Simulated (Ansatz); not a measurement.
Stepwise reaction of `[SiH3][SiH]([SiH3])[SiH3]` with hydrogen fluoride, as a gas-phase model of exchange steps in deposition or etching. ΔE in kJ/mol; ΔG adds harmonic PBE0-D4 terms to CCSD(T)/CBS, at 1 bar.

Calculated with Ansatz (gas phase, PBE0-D4/def2-TZVP geometries, no zero-point term in ΔE). CCSD(T)/CBS is the MP2 limit (def2-TZVPP, def2-QZVPP) plus CCSD(T) − MP2 in def2-TZVPP, frozen cores. This one scheme is used for every species. Functionals use def2-TZVPP. B3LYP here is the variant with VWN-RPA as its local correlation; programs differ in this.

```json
{"step": "1", "reaction": "`[SiH3][SiH]([SiH3])[SiH3]` + H–F → `F[SiH]([SiH3])[SiH3]` + SiH₄", "PBE-D4": "-77.0", "B3LYP-D4": "-101.5", "ωB97M-V": "-103.1", "CCSD(T)/CBS": "-93.1", "ΔG(400 K)": "-97.1"}
{"step": "2", "reaction": "`F[SiH]([SiH3])[SiH3]` + H–F → `F[SiH](F)[SiH3]` + SiH₄", "PBE-D4": "-127.3", "B3LYP-D4": "-150.9", "ωB97M-V": "-156.2", "CCSD(T)/CBS": "-148.1", "ΔG(400 K)": "-146.4"}
{"step": "3", "reaction": "`F[SiH](F)[SiH3]` + H–F → `F[SiH](F)F` + SiH₄", "PBE-D4": "-147.6", "B3LYP-D4": "-170.2", "ωB97M-V": "-177.1", "CCSD(T)/CBS": "-171.7", "ΔG(400 K)": "-165.5"}
```

(1) By hand: ΔE of the 3 steps together at CCSD(T)/CBS.

Answers

(1) (-93.1) + (-148.1) + (-171.7) = -412.9 kJ/mol, or -137.6 kJ/mol a step.

In ΔE each step is lower than the one before. All are downhill at CCSD(T)/CBS. ΔG lies between -165.5 and -97.1 kJ/mol a step. PBE-D4 differs from CCSD(T)/CBS by 16.1 to 24.1 kJ/mol a step. Only this route is followed, and other bonds may react first. Isolated molecules leave out the surface, adducts and barriers. Largest T1 diagnostic: 0.014.
